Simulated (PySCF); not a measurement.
A GIAO shielding run with PySCF (density fitting, non-relativistic, gas phase) on 2-Ethoxy-2-oxo-1,3,2-dioxaphospholane, C$_{4}$H$_{9}$O$_{4}$P:

```
$ OMP_NUM_THREADS=1 python probes_run.py task.json out

{"job": {"kind": "nmr", "xc": "PBE0", "basis": "pcSseg-1"}, "charge": 0, "multiplicity": 1}
C      2.352298    -0.971745    -0.026387
C      2.076211     0.486077    -0.347094
O      0.686547     0.713789    -0.546118
P     -0.250926     0.689626     0.756703
O      0.400433     1.073311     1.993832
O     -0.976414    -0.762025     0.735178
C     -2.161130    -0.741251    -0.026454
C     -2.350670     0.706821    -0.537091
O     -1.527418     1.526925     0.261473
H      2.006792    -1.610643    -0.835802
H      1.819376    -1.239816     0.884117
H      3.418000    -1.125391     0.120782
H      2.555786     0.791626    -1.280771
H      2.425150     1.120679     0.472315
H     -2.986841    -1.045724     0.624483
H     -2.073318    -1.446350    -0.857403
H     -3.379476     1.053684    -0.426187
H     -2.043160     0.786724    -1.583897
```

Hardware: 1 thread of an x86-64 server CPU, shared host. The job also computes population analyses, field gradients, ring-centre shieldings.

Question: How large is the calculation?

Answer: 80 electrons, 205 basis functions and 1087 auxiliary functions.

Question: How long does it take?

Answer: 33 s of wall time, with 14 SCF cycles and 4 response iterations. Times on a shared host scatter by some tens of per cent.
